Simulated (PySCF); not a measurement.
## Electronic structure of Rh⁺ (rhodium, charge +1) at the UHF level

Configuration: [Kr] 4d7 5s1, 5s spin antiparallel (an excited configuration). All numbers are calculated (PySCF 2.14, scalar relativity by spin-free X2C-1e, in ANO-RCC-VTZP).

```
Total energy                        : -4780.728739 hartree
One-electron energy                 : -6575.7120 hartree
Hartree (Coulomb) energy            : 1932.3824 hartree
Exchange energy                     : -137.3991 hartree
⟨S²⟩                                : 3.0074
⟨L²⟩                                : 12.054
Sum of ⟨r⟩                          : 29.62 bohr
Sum of ⟨r²⟩                         : 42.12 bohr²
Langevin diamagnetic susceptibility : -33.4 ×10⁻⁶ cm³/mol
```

| shell | electrons | mean orbital energy (eV) | spread (eV) | rms radius, mean of both spins (bohr) |
| --- | --- | --- | --- | --- |
| 1s β | 1 | -23351.5 | 0 | 0.0374 |
| 1s α | 1 | -23351.4 | 0 | 0.0374 |
| 2s α | 1 | -3478.3 | 0 | 0.154 |
| 2s β | 1 | -3477.5 | 0 | 0.154 |
| 2p α | 3 | -3113.3 | 0 | 0.137 |
| 2p β | 3 | -3112.4 | 0 | 0.137 |
| 3s α | 1 | -666.97 | 0 | 0.415 |
| 3s β | 1 | -666.65 | 0 | 0.415 |
| 3p α | 3 | -543.60 | 0 | 0.419 |
| 3p β | 3 | -543.10 | 0 | 0.419 |
| 3d α | 5 | -346.33 | 0.303 | 0.403 |
| 3d β | 5 | -345.10 | 1.111 | 0.403 |
| 4s α | 1 | -115.60 | 0 | 1.05 |
| 4s β | 1 | -110.65 | 0 | 1.05 |
| 4p α | 3 | -78.784 | 0 | 1.16 |
| 4p β | 3 | -72.187 | 0 | 1.16 |
| 4d α | 5 | -24.441 | 1.161 | 1.59 |
| 4d β | 2 | -22.105 | 0 | 1.59 |
| 5s β | 1 | -14.026 | 0 | 3.32 |

With the s spin flipped the determinant is a mixture of two multiplicities, not a spectroscopic state.

Densities and radii are taken from the X2C orbitals without a picture-change correction, which distorts them close to the nucleus.

Spin-orbit constants ζ (cm⁻¹) from the X2C one-electron operator on these orbitals: bare nucleus, nucleus screened by l(l+1)(2l+1)/3 electrons, and screened by the Breit-Pauli mean field of the electrons.

```csv
shell,bare,screened nucleus,mean field
2p,783400,748600,n/a
3p,136400,130400,n/a
3d,19790,15400,n/a
4p,19850,18970,n/a
4d,1755,1365,n/a
```
